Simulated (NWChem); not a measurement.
System: sulfur tetrafluoride (SF4); SMILES FS(F)(F)F

Results from NWChem. Medium grid unless said otherwise, to which SCAN and Minnesota functionals are sensitive. Coordinates come from a PBE0/def2-SVP optimisation. Hybrids' shares of exact exchange are those that their runs print; pure functionals count as 0. The functionals differ in more than this share.

```csv
row,share of exact exchange,highest occupied level (eV)
"LDA (Slater exchange, VWN5)/def2-TZVPD",0.00,-8.67
PBE/def2-TZVPD,0.00,-8.45
B3LYP/def2-TZVPD,0.20,-9.89
PBE0/def2-TZVPD,0.25,-10.07
M06-2X/def2-TZVPD,0.54,-11.64
Hartree-Fock/def2-TZVPD,1.00,withheld
```

Q: Fit a straight line of the last column on the one before it, predict the withheld value, and compare with the run.

A: 
1. Means of the 5 shown rows: x = 0.198, y = -9.744. Slope Σ(x − x̄)(y − ȳ)/Σ(x − x̄)² = -1.135/0.1981 = -5.728; intercept -8.610.
2. The shown rows scatter about the line by 0.102 (root mean square); the largest residual is +0.16, at PBE/def2-TZVPD.
3. At x = 1.00 (Hartree-Fock/def2-TZVPD; beyond the shown range) the line gives -14.34.
4. The run gives -14.05, +0.29 from the line, 2.8 times the scatter.
